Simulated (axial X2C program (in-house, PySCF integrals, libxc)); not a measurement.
# Worked dissociation energy of TaN: CCSD(T), spin-free

Calculated with an axial X2C code built on PySCF integrals. Spin-free means the one-electron spin-free X2C Hamiltonian. Basis: Ta dyall-cv3z [13s14p9d7f4g], N dyall-av3z [7s7p3d2f] (cores contracted in-house); Gaussian nuclei, density fitting, unrestricted open shells. Masses: Ta 180.948 u, N 14.003 u.

Molecular state: M_S = 0, Λ = 0 (closed shell).

Correlated methods: 10 electrons correlated (number of frozen shells: Ta 5 s, 4 p, 2 d, 1 f; N 1 s), 316 virtual spin orbitals or spinors in MP2, 90 natural virtuals in coupled cluster.

* E(Ta) (2M_S = 3, M_L = 2): -15600.279827 hartree
* E(N) (2M_S = 3, M_L = 0): -54.551627 hartree
* E(TaN) at Re: -15655.065790 hartree
* ωe: 1068.9 cm⁻¹
* ωexe: 3.6 cm⁻¹

Work out De and D0.

De = -15600.279827 + (-54.551627) − (-15655.065790) = 0.23434 hartree = 6.377 eV. The zero-point energy is ωe/2 − ωexe/4 = 534 cm⁻¹ = 0.066 eV, so D0 = 6.310 eV.

The state is one determinant whose occupation by symmetry is held fixed; it was picked as the lowest of a PBE0 search that is not exhaustive. The closed shell is kept restricted, so the energy runs too high when the bond is stretched far. De is counted from the lowest determinant-based energies of the atoms at the same level, without counterpoise correction. CCSD and (T) use frozen natural virtuals with an MP2 correction for the truncation; (T) itself is uncorrected, so its De runs slightly low. Other states lie close and PBE0, whose exact exchange favours high spin, may order them wrongly; the determinant shown need not be the ground state. The nearest other spin-free determinant of the search, M_S = 1, Λ = 2, lies 0.25 eV up at the distance of the search. The outer-core s and p shells of the metal are frozen in the correlated rows, which leaves out core–valence correlation; for alkali and alkaline-earth bonds that tends to lengthen them. The T1 diagnostic is large, a sign of multireference character. With the outer-core shells frozen, correlated bond lengths of heavy atoms tend to come out a few hundredths of an ångström too long.

Each atomic determinant is the lowest at this level and need not be a pure term. Totals compare only within one Hamiltonian and basis.
